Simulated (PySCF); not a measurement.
Species: C₇H₁₀N (doublet state).
Structure used (GFN2-xTB), in Å, numbered top down from 1:
```xyz
18
C7H10N angstrom
C     -2.7470    0.7599    0.3832
N     -1.3881    0.8372    0.1118
C     -0.5120   -0.2243    0.4932
C      0.9623    0.1035    0.8374
C      1.4945    0.8109   -0.4161
C      1.3232   -0.5285   -1.1068
C      1.3661   -1.2564    0.2039
C      0.0691   -1.1774   -0.5477
H     -3.0209    0.2907    1.3100
H     -3.3432    1.5791    0.0286
H     -1.1734    1.2587   -0.7808
H     -0.9840   -0.7792    1.3068
H      1.2295    0.4544    1.8274
H      0.9406    1.6735   -0.7862
H      2.5461    1.0744   -0.3173
H      1.7449   -0.8250   -2.0526
H      1.9398   -2.0865    0.5644
H     -0.4562   -1.9588   -1.0708
```

The hyperfine couplings belong to this conformer and change with its torsions.

As a line formula: `[CH2]N[C@@H]1[C@@H]2C[C@H]3[C@@H]2[C@H]31` [radical].

Method: UKS B3LYP, pcH-1 on C H N, non-relativistic, mean-field spin-orbit, GIAO in PySCF 2.14.0. The structure is a single GFN2-xTB conformer in the gas phase; no vibrational or solvent corrections. Couplings are sensitive to structure, and on GFN2-xTB geometries they can be far from those on DFT ones. Stability of the SCF solution: not tested.

Principal values of hyperfine tensors in MHz (contact and dipolar terms together), for some of the nuclei:

```csv
atom,isotope,A1,A2,A3
H10,1H,-60.13,-29.75,3.58
H9,1H,-59.46,-28.84,4.20
C8,13C,16.63,16.78,22.11
C4,13C,13.75,13.96,16.41
N2,14N,-1.84,-1.36,40.35
C5,13C,2.34,2.41,3.47
H11,1H,-17.23,-8.44,20.66
C3,13C,-1.14,-0.43,4.36
```

Task: Split each tensor into its isotropic and traceless parts, and turn a_iso into mT with g = 2.0028.

Result: a_iso is a third of the trace, T = A − a_iso, and a(mT) = a(MHz)/(g × 13.996).

| atom | a_iso (MHz) | a_iso (mT) | T1 | T2 | T3 |
| --- | --- | --- | --- | --- | --- |
| H10 | -28.77 | -1.026 | -31.36 | -0.98 | 32.35 |
| H9 | -28.03 | -1.000 | -31.42 | -0.81 | 32.23 |
| C8 | 18.50 | 0.660 | -1.88 | -1.73 | 3.61 |
| C4 | 14.71 | 0.525 | -0.96 | -0.74 | 1.71 |
| N2 | 12.39 | 0.442 | -14.22 | -13.74 | 27.97 |
| C5 | 2.74 | 0.098 | -0.40 | -0.33 | 0.73 |
| H11 | -1.67 | -0.060 | -15.56 | -6.77 | 22.33 |
| C3 | 0.93 | 0.033 | -2.07 | -1.36 | 3.44 |

Task: What spin density at the nucleus of C4 lies behind its contact coupling (g_N = 1.40482)?

Result: a_FC = (2μ0/3) gₑ μB g_N μN ρ(0)/(2S·h) = 800.24 MHz × g_N × ρ(0)/(2S), with ρ in bohr⁻³. With a_FC = 14.71 MHz and 2S = 1, ρ(0) = 0.01308 bohr⁻³.

Task: C1 (13C, g_N = 1.40482) isn't in the table. Its spin density at the nucleus is 0.1118 bohr⁻³. What is its contact coupling?

Result: By the same relation, a_FC = 125.7 MHz. Its full tensor has the principal values 59.26, 59.75, 258.18 MHz.

Task: What first-order splitting does H10 cause when the field lies along A1, A2 or A3 of its tensor (g taken as isotropic, no quadrupole term)?

Result: 2 lines (I = 1/2), spaced by |A_i|/(g × 13.996): 2.15, 1.06, 0.13 mT along the axes of A1, A2 and A3.
